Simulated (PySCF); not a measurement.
**Electron correlation in I(2+) (iodine, charge +2)**

[Kr] 4d10 5s1 5p4, high-spin 4P determinant (an excited configuration). Calculation: PySCF 2.14, in aug-cc-pVTZ-PP with one added diffuse shell each of d, f type with ECP28MDF (6s5p5d3f, 67 functions); scalar relativity through the core potential. Frozen: 4s2 4p6 4d10; 5 electrons correlated.

| level | correlation energy (mhartree) |
| --- | --- |
| CCSD | -96.81 |
| (T) | -5.77 |
| CCSD(T) | -102.58 |

Diagnostics: T1 = 0.013, D1 = 0.0278, largest double amplitude 0.203.

A double-excitation amplitude exceeds 0.15, a sign of near-degeneracy.

Cost of the coupled-cluster step: of the order of 9 core-seconds, for 5 correlated electrons.

Iterations:

```
CC2 = 0
CCSD nocc = (np.int64(4), np.int64(1)), nmo = (58, 58)
frozen orbitals [[0, 1, 2, 3, 4, 5, 6, 7, 8], [0, 1, 2, 3, 4, 5, 6, 7, 8]]
max_cycle = 100
direct = 0
conv_tol = 1e-08
conv_tol_normt = 1e-06
diis_space = 8
diis_start_cycle = 0
Init t2, MP2 energy = -0.0679593647789002
Init E_corr(UCCSD) = -0.0679593647884009
cycle = 1  E_corr(UCCSD) = -0.0824843465555438  dE = -0.0145249818  norm(t1,t2) = 0.078269
cycle = 2  E_corr(UCCSD) = -0.0879212123190006  dE = -0.00543686576  norm(t1,t2) = 0.0496311
cycle = 3  E_corr(UCCSD) = -0.0968940497391317  dE = -0.00897283742  norm(t1,t2) = 0.0344487
cycle = 4  E_corr(UCCSD) = -0.0964501950584823  dE = 0.000443854681  norm(t1,t2) = 0.00557565
cycle = 5  E_corr(UCCSD) = -0.0970342656617594  dE = -0.000584070603  norm(t1,t2) = 0.00208006
cycle = 6  E_corr(UCCSD) = -0.096780755569325  dE = 0.000253510092  norm(t1,t2) = 0.00110839
cycle = 7  E_corr(UCCSD) = -0.0967884559162609  dE = -7.70034694e-06  norm(t1,t2) = 0.000480171
cycle = 8  E_corr(UCCSD) = -0.0968236068230722  dE = -3.51509068e-05  norm(t1,t2) = 0.000198917
cycle = 9  E_corr(UCCSD) = -0.0968087363434918  dE = 1.48704796e-05  norm(t1,t2) = 7.88333e-05
cycle = 10  E_corr(UCCSD) = -0.0968118997067184  dE = -3.16336323e-06  norm(t1,t2) = 3.12641e-05
cycle = 11  E_corr(UCCSD) = -0.0968115608289487  dE = 3.3887777e-07  norm(t1,t2) = 1.35024e-05
cycle = 12  E_corr(UCCSD) = -0.0968114136114527  dE = 1.47217496e-07  norm(t1,t2) = 3.60179e-06
cycle = 13  E_corr(UCCSD) = -0.0968114572652182  dE = -4.36537655e-08  norm(t1,t2) = 7.07044e-07
cycle = 14  E_corr(UCCSD) = -0.0968114558321395  dE = 1.43307868e-09  norm(t1,t2) = 1.57669e-07
UCCSD converged
E(UCCSD) = -293.3501844331511  E_corr = -0.09681145583213954
UCCSD(T) correction = -0.00577052928881948
```
